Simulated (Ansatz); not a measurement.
Cu₄Ag⁻. Total charge -1; singlet. Geometry PBE-D4/def2-SVPD.

```xyz
5

Ag   -2.4547   -0.9336   -0.1999
Cu   -1.1256    1.2800    0.2334
Cu    1.2076    1.2585    0.2347
Cu    0.0316   -0.7881   -0.1330
Cu    2.3410   -0.8169   -0.1352
```

In the def2 sets Ag takes a core potential; there is no spin–orbit coupling. The restricted singlet is unstable towards broken spin symmetry in Hartree–Fock (as tested in another run); at PBE-D4/def2-TZVPD, r2SCAN-D4/def2-TZVPD, PBE0-D4/def2-TZVPD, r2SCAN0-D4/def2-TZVPD and others this wasn't settled. No other spin state of charge -1 was run. The structure comes from a short search, and lower isomers may exist.

Task: Estimate the orbital energies around the gap (eV) in Ansatz with PBE-D4/def2-TZVPD, r2SCAN-D4/def2-TZVPD, PBE0-D4/def2-TZVPD, r2SCAN0-D4/def2-TZVPD, ωB97X-V/def2-TZVPD.

Result: 
| orbital | PBE-D4/def2-TZVPD | r2SCAN-D4/def2-TZVPD | PBE0-D4/def2-TZVPD | r2SCAN0-D4/def2-TZVPD | ωB97X-V/def2-TZVPD |
| --- | --- | --- | --- | --- | --- |
| HOMO−13 | -1.54 | -1.63 | -3.21 | -3.35 | -5.64 |
| HOMO−12 | -1.36 | -1.46 | -3.18 | -3.31 | -5.59 |
| HOMO−11 | -1.34 | -1.44 | -3.11 | -3.23 | -5.48 |
| HOMO−10 | -1.22 | -1.31 | -3.05 | -3.19 | -5.47 |
| HOMO−9 | -1.21 | -1.31 | -3.05 | -3.19 | -5.41 |
| HOMO−8 | -1.20 | -1.29 | -2.98 | -3.12 | -5.38 |
| HOMO−7 | -1.14 | -1.23 | -2.90 | -3.04 | -5.31 |
| HOMO−6 | -1.06 | -1.15 | -2.86 | -3.00 | -5.26 |
| HOMO−5 | -1.04 | -1.13 | -2.80 | -2.93 | -5.15 |
| HOMO−4 | -1.02 | -1.10 | -2.77 | -2.90 | -5.14 |
| HOMO−3 | -0.94 | -1.02 | -2.68 | -2.82 | -5.05 |
| HOMO−2 | -0.82 | -0.89 | -2.46 | -2.59 | -4.80 |
| HOMO−1 | -0.75 | -0.80 | -1.62 | -1.70 | -3.30 |
| HOMO | -0.07 | -0.10 | -0.40 | -0.48 | -1.75 |
| LUMO | 1.01 | 1.13 | 1.67 | 1.73 | 3.10 |
| LUMO+1 | 1.45 | 1.60 | 2.12 | 2.19 | 3.50 |
| LUMO+2 | 1.63 | 1.75 | 2.23 | 2.27 | 3.68 |
| LUMO+3 | 2.30 | 2.41 | 2.85 | 2.88 | 4.11 |
| LUMO+4 | 2.49 | 2.77 | 3.02 | 3.20 | 4.18 |
| LUMO+5 | 2.87 | 3.11 | 3.41 | 3.54 | 4.75 |
